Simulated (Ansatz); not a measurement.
Reaction (redistribution): `[F][GeH]([F])[SiH3]` + `[OH][GeH]1[CH2][SiH2]1` → `[SiH3][GeH]1[CH2][SiH2]1` + `[OH][GeH]([F])[F]`

Gas-phase electronic energies from Ansatz, PBE0-D4/def2-TZVP geometries. CCSD(T)/CBS adds triple-zeta CCSD(T) − MP2 to the extrapolated MP2 energy (def2 sets, frozen cores). DFT in def2-TZVPP. B3LYP here is the variant with VWN-RPA as its local correlation; programs differ in this. For Ge outer-core shells are correlated without core-valence functions, which leaves a few kJ/mol of doubt a bond. Scalar relativity is left out up to krypton. Each species was taken in one conformer, which may not be the lowest.

`[F][GeH]([F])[SiH3]`:

Cartesian coordinates in Å:
```
F -0.265 2.298 0.213
Ge 0.715 0.872 0.075
F 1.465 1.026 -1.482
Si -0.729 -1.027 0.026
H 1.841 1.026 1.109
H -1.441 -1.106 1.326
H 0.101 -2.240 -0.176
H -1.687 -0.850 -1.091
```

`[OH][GeH]1[CH2][SiH2]1`:

Z-matrix (Å, degrees):
```
Ge
C 1 1.983
Si 1 2.303 2 51.8
O 1 1.784 2 111.2 3 -112.3
H 1 1.533 2 117.5 3 118.0
H 2 1.088 1 114.4 3 111.6
H 2 1.087 1 117.8 3 -113.8
H 3 1.482 1 120.9 2 -103.0
H 3 1.483 1 121.7 2 103.3
H 4 0.959 1 111.6 2 126.7
```

`[SiH3][GeH]1[CH2][SiH2]1`:

Cartesian coordinates in Å:
```
Si 2.034 -0.417 0.859
Ge 0.044 0.774 0.442
C -0.811 0.345 -1.339
Si -1.939 -0.316 0.001
H 2.326 -0.469 2.315
H 3.196 0.194 0.160
H 1.836 -1.800 0.350
H 0.005 2.273 0.758
H -0.274 -0.369 -1.958
H -1.144 1.207 -1.910
H -2.035 -1.789 0.137
H -3.240 0.368 0.185
```

`[OH][GeH]([F])[F]`:

Z-matrix (Å, degrees):
```
Ge
F 1 1.720
F 1 1.720 2 103.5
O 1 1.742 2 109.3 3 -116.4
H 1 1.516 2 111.5 3 120.0
H 4 0.961 1 114.0 2 56.4
```

| level | ΔE (kJ/mol) | difference from CCSD(T)/CBS |
| --- | --- | --- |
| PBE-D4 | -48.3 | 10.5 |
| r2SCAN-D4 | -55.5 | 3.3 |
| PBE0-D4 | -54.4 | 4.4 |
| B3LYP-D4 | -49.3 | 9.5 |
| ωB97X-V | -51.9 | 6.9 |
| ωB97M-V | -54.2 | 4.6 |
| B2PLYP | -54.0 | 4.8 |
| PBE | -46.3 | 12.5 |
| r2SCAN | -54.9 | 3.9 |
| PBE0 | -52.6 | 6.2 |
| B3LYP | -46.1 | 12.7 |
| HF/def2-TZVPP | -55.1 | 3.7 |
| MP2/def2-TZVPP | -67.7 | -8.9 |
| SCS-MP2/def2-TZVPP | -62.1 | -3.3 |
| CCSD/def2-TZVPP | -60.6 | -1.8 |
| CCSD(T)/def2-TZVPP | -61.6 | -2.8 |
| HF/def2-QZVPP | -54.1 | 4.7 |
| MP2/def2-QZVPP | -65.7 | -6.9 |
| SCS-MP2/def2-QZVPP | -60.2 | -1.4 |
| HF/CBS(def2) | -54.0 | 4.8 |
| MP2/CBS(def2) | -64.9 | -6.1 |
| CCSD/CBS(def2) | -57.9 | 0.9 |
| CCSD(T)/CBS | -58.8 | 0 |

Largest T1 diagnostic among the species: 0.013.

The D4 term adds −3.1 kJ/mol with B3LYP and −1.8 kJ/mol with PBE0; it sums over pairs of atoms, weighted by their polarisabilities, and B3LYP, whose exchange is more repulsive, gets the larger term. From PBE to PBE0 (25 % exact exchange), in def2-TZVPP and without D4, ΔE moves by −6.3 kJ/mol.

CCSD(T)/CBS has its own doubt, a few kJ/mol and more with outer-core shells, so smaller differences from it don't rank the levels.
